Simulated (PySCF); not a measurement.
# Solvent effects on NMR parameters

Cartesian coordinates in Å; atom numbers follow the order of the lines, from 1:
```xyz
20

C     2.2725    0.5586   -1.2786
S     2.0883   -1.1840   -0.8162
O     3.4472   -1.6432   -0.3768
C     1.1209   -0.9113    0.7332
C    -0.2385   -0.3643    0.4560
C    -0.5717    0.9545    0.7877
C    -1.8249    1.4743    0.4702
C    -2.7617    0.6824   -0.1922
C    -2.4399   -0.6316   -0.5313
C    -1.1885   -1.1504   -0.2102
H     1.2950    1.0098   -1.4977
H     2.7876    1.0796   -0.4586
H     2.9065    0.5637   -2.1752
H     1.7416   -0.2646    1.3707
H     1.0992   -1.9183    1.1763
H     0.1612    1.5782    1.3066
H    -2.0707    2.5035    0.7422
H    -3.7441    1.0888   -0.4434
H    -3.1698   -1.2581   -1.0493
H    -0.9389   -2.1800   -0.4805
```

GIAO PBE0/pcSseg-1 in PySCF 2.14.0 with density-fitted response routines on one PBE0-D3(BJ)/def2-SVP conformer, non-relativistic, equivalent nuclei averaged. Solvents enter as an IEF-PCM continuum (chloroform with ε = 4.7, tetrahydrofuran with ε = 7.4, acetonitrile with ε = 35.7) around the gas-phase geometry. Shifts are referred to TMS, CS2 computed in the same medium.

Gas phase, δ in ppm: C5 135.8, C6/C10 135.2, C7/C9 134.7, C8 133.7, C4 68.1, C1 40.1, S2 325.7, H17/H19 7.49, H18 7.43, H16/H20 7.34, H15 4.15, H14 3.24, H11/H12/H13 1.96. Dipole moment 4.30 D.

Problem. How does each δ change in the continuum?

Solution. 
| atoms | environment | Δδ, chloroform | Δδ, tetrahydrofuran | Δδ, acetonitrile |
| --- | --- | --- | --- | --- |
| C5 | substituted aromatic carbon | +0.5 | +0.6 | +0.8 |
| C6/C10 | aromatic CH | +1.6 | +1.9 | +2.3 |
| C7/C9 | aromatic CH | +1.0 | +1.2 | +1.4 |
| C8 | aromatic CH | +1.4 | +1.5 | +1.8 |
| C4 | sp3 CH2 bonded to S, on an aromatic ring | -0.4 | -0.5 | -0.6 |
| C1 | methyl carbon bonded to S | +0.6 | +0.7 | +0.9 |
| S2 | sulfoxide sulfur | -4.3 | -4.7 | -5.4 |
| H17/H19 | hydrogen on an aromatic CH | +0.16 | +0.18 | +0.22 |
| H18 | hydrogen on an aromatic CH | +0.16 | +0.18 | +0.22 |
| H16/H20 | hydrogen on an aromatic CH | +0.19 | +0.22 | +0.28 |
| H15 | hydrogen on an sp3 CH2 bonded to S, on an aromatic ring | +0.19 | +0.21 | +0.24 |
| H14 | hydrogen on an sp3 CH2 bonded to S, on an aromatic ring | +0.26 | +0.31 | +0.38 |
| H11/H12/H13 | hydrogen on a methyl carbon bonded to S | +0.19 | +0.21 | +0.26 |

Changes are relative to the gas phase. The dipole moment becomes 5.15 D in chloroform, 5.27 D in tetrahydrofuran, 5.45 D in acetonitrile.

Problem. Which nuclei move most (in ppm), and what does the model miss?

Solution. S2 (sulfoxide sulfur, -5.4 ppm) in acetonitrile. A continuum only polarises the solute; specific hydrogen bonds, the anisotropy of aromatic solvents and changes of geometry or conformer are outside it.
